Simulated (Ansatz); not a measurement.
The same path of H2OSSe (5 atoms, charge 0, multiplicity 1) was run twice with different band settings. The coordinate that changes most is the dihedral H4–O1–S2–Se3.

The calculation used RKS B3LYP/def2-SVP (Ansatz 0.2.0).

Relaxed end points:

```xyz
5
Properties=species:S:1:pos:R:3
O -1.203 -1.023 0.120
S -0.589 0.337 0.893
Se 1.598 0.327 0.516
H -1.402 -0.773 -0.797
H 1.597 1.132 -0.733
```

```xyz
5
Properties=species:S:1:pos:R:3
O -1.370 -0.437 -0.418
S -0.547 0.303 0.846
Se 1.610 0.162 0.341
H -1.385 -1.391 -0.241
H 1.691 1.362 -0.528
```

Common settings: movable images 7; climbing image yes; spring 5.0 eV/Å²; optimiser quadratic models (default); start path through a guess of the saddle point; iteration limit 60; end points relaxed.

| run | force threshold |
| --- | --- |
| 1 | 0.05 eV/Å |
| 2 | 0.2 eV/Å |

What does each run give, and how far can it be trusted?

Run 1: converged after 9 iterations, highest image 0.249 eV above the first end. A vibrational analysis at the climbing image gives one clearly imaginary mode, 463i cm⁻¹: a first-order saddle point.
Run 2: converged after 7 iterations, highest image 0.249 eV above the first end. The threshold of 0.2 eV/Å is loose, so the images may lie well off the minimum-energy path. Another band between the same ends (7 images) ends at a top of the same energy, where a vibrational analysis finds 1 clearly imaginary mode.
